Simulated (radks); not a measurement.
Sm25+, configuration [Kr] 4d1 (the NIST ground configuration). All-electron calculation, Dirac Kohn-Sham, BLYP, spin-unpolarised, spherical densities, finite nucleus; open shells fill j = l - 1/2 first; Fermi nuclear charge, rms radius 5.0819 fm. Program: a radial shooting solver on a logarithmic mesh with Libxc functionals.

Unscreened Slater integrals over Kohn-Sham orbitals (cm^-1). Large and small components are both included. Empty in this configuration: 4d5/2.

| integral | value |
|---|---|
| F0(4d3/2,4d3/2) | 354350 |
| F2(4d3/2,4d3/2) | 181300 |
| F0(4d3/2,4p3/2) | 353860 |
| F2(4d3/2,4p3/2) | 182280 |
| G1(4d3/2,4p3/2) | 226510 |
| G3(4d3/2,4p3/2) | 145080 |
| F0(4d3/2,4p1/2) | 360260 |
| G1(4d3/2,4p1/2) | 234000 |
| F0(4d3/2,4s1/2) | 361040 |
| G2(4d3/2,4s1/2) | 180860 |
| F0(4d3/2,4d5/2) | 352530 |
| F2(4d3/2,4d5/2) | 180450 |
| G2(4d3/2,4d5/2) | 179990 |
| G4(4d3/2,4d5/2) | 122520 |
| F0(4p3/2,4p3/2) | 354220 |
| F2(4p3/2,4p3/2) | 185650 |
| F0(4p3/2,4p1/2) | 360480 |
| G2(4p3/2,4p1/2) | 187140 |
| F0(4p3/2,4s1/2) | 361270 |
| G1(4p3/2,4s1/2) | 244660 |
| F0(4p3/2,4d5/2) | 352080 |
| F2(4p3/2,4d5/2) | 181560 |
| G1(4p3/2,4d5/2) | 226730 |
| G3(4p3/2,4d5/2) | 145010 |
| F0(4p1/2,4p1/2) | 367270 |
| F0(4p1/2,4s1/2) | 368050 |
| G1(4p1/2,4s1/2) | 249160 |
| F0(4p1/2,4d5/2) | 358340 |
| G3(4p1/2,4d5/2) | 147860 |
| F0(4s1/2,4s1/2) | 369000 |
| F0(4s1/2,4d5/2) | 359120 |
| G2(4s1/2,4d5/2) | 180210 |
| F0(4d5/2,4d5/2) | 350740 |
| F2(4d5/2,4d5/2) | 179680 |
| F4(4d5/2,4d5/2) | 122300 |
